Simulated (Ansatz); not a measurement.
C2H7Cl2NSi2, SMILES `C=CN([SiH2]Cl)[SiH2]Cl`. Charge 0, multiplicity 1. All single points use the PBE0-D4/def2-TZVP geometry. It is one conformer, not always the lowest.

```xyz
14

C    -0.124   -1.746   -1.376
C     0.233   -1.243   -0.196
N    -0.020    0.058    0.268
Si    0.582    0.501    1.831
Cl    2.363    1.519    1.713
Si   -0.768    1.153   -0.859
Cl   -0.871    2.994    0.032
H    -0.666   -1.186   -2.130
H     0.127   -2.770   -1.617
H     0.769   -1.874    0.508
H    -0.373    1.365    2.546
H     0.847   -0.766    2.548
H    -2.145    0.719   -1.180
H     0.047    1.276   -2.087
```

(1) What is the dipole moment at ωB97M-V/def2-TZVPP? (An estimate is asked.)

(2) And with PBE, r2SCAN, B3LYP? (Best estimate.)

(3) Give the Mulliken charges with ωB97M-V, r2SCAN, B3LYP in def2-TZVPP. (Best estimate.)

Answers

(1) The calculation gave: 1.74 D, with components (-0.86, -1.49, -0.30) D in this frame, pointing from negative to positive charge.

(2) Computed: PBE 1.60 D, r2SCAN 1.69 D, B3LYP 1.73 D.

(3) Ansatz gave: 
| atom | ωB97M-V | r2SCAN | B3LYP |
| --- | --- | --- | --- |
| C1 | -0.26 | -0.26 | -0.27 |
| C2 | 0.02 | 0.04 | -0.01 |
| N3 | -0.26 | -0.27 | -0.22 |
| Si4 | 0.33 | 0.49 | 0.45 |
| Cl5 | -0.21 | -0.25 | -0.24 |
| Si6 | 0.31 | 0.46 | 0.43 |
| Cl7 | -0.19 | -0.23 | -0.23 |
| H8 | 0.09 | 0.07 | 0.08 |
| H9 | 0.10 | 0.08 | 0.10 |
| H10 | 0.09 | 0.08 | 0.10 |
| H11 | 0.00 | -0.05 | -0.04 |
| H12 | -0.02 | -0.07 | -0.07 |
| H13 | 0.00 | -0.05 | -0.05 |
| H14 | 0.00 | -0.05 | -0.04 |

B3LYP here is the variant with VWN-RPA as its local correlation; programs differ in this.
